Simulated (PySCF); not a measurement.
Cartesian coordinates in Å; atom numbers follow the order of the lines, from 1:
```xyz
6

B    -0.2646   -0.8042   -0.1525
F     0.4901   -1.6972   -0.7606
F    -1.4616   -1.2003    0.2291
B     0.2716    0.8038    0.1448
F    -0.0260    1.7967   -0.6694
F     0.9904    1.1012    1.2086
```

Geometry: PBE0-D3(BJ)/def2-SVP; GIAO absolute shieldings from PySCF, gas phase, non-relativistic, averaged over equivalent atoms.

At PBE0/pcSseg-1 (102 basis functions, 4 s wall time on 1 thread of an Arm Neoverse V2, shared host):
```
      atoms  σ (ppm)
      B1/B4     76.9
F2/F3/F5/F6    213.6
```

Q: Predict the values at wB97X-D/pcSseg-1 on the same geometry.

A: 
```tsv
atoms	σ at wB97X-D/pcSseg-1	change
B1/B4	78.3	+1.4
F2/F3/F5/F6	224.1	+10.5
```

The largest change is at F2/F3/F5/F6 (fluorine bonded to B). Cost: 102 basis functions, 4.5 s wall time on 1 thread of an Arm Neoverse V2, shared host.
